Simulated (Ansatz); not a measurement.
The same group exchange along the group B, Al, Ga, In.

Calculated with Ansatz (gas phase, PBE0-D4/def2-TZVP geometries, no zero-point term in ΔE). CBS: MP2 limit from def2 TZ/QZ plus the TZ coupled-cluster correction, frozen cores. This one scheme is used for every species. def2 core potentials past Kr. For Ga, In outer-core shells are correlated without core-valence functions, which leaves a few kJ/mol of doubt a bond. Scalar relativity is left out up to krypton. One conformer a species, not always the lowest.

Q: Order these by ΔE at CCSD(T)/CBS, lowest first. (Best estimate.)
A. `N[SiH2][InH2]` + `OCF` → `N[SiH2]C(O)F` + `[InH3]`
B. `N[SiH2][GaH2]` + `OCF` → `N[SiH2]C(O)F` + `[GaH3]`
C. `B[SiH2]N` + `OCF` → `N[SiH2]C(O)F` + BH₃
D. `N[SiH2][AlH2]` + `OCF` → `N[SiH2]C(O)F` + `[AlH3]`

A: C (-3.5 kJ/mol), D (+12.0 kJ/mol), B (+28.8 kJ/mol), A (+40.9 kJ/mol).

Largest T1 diagnostic: 0.014, for `[InH3]`.
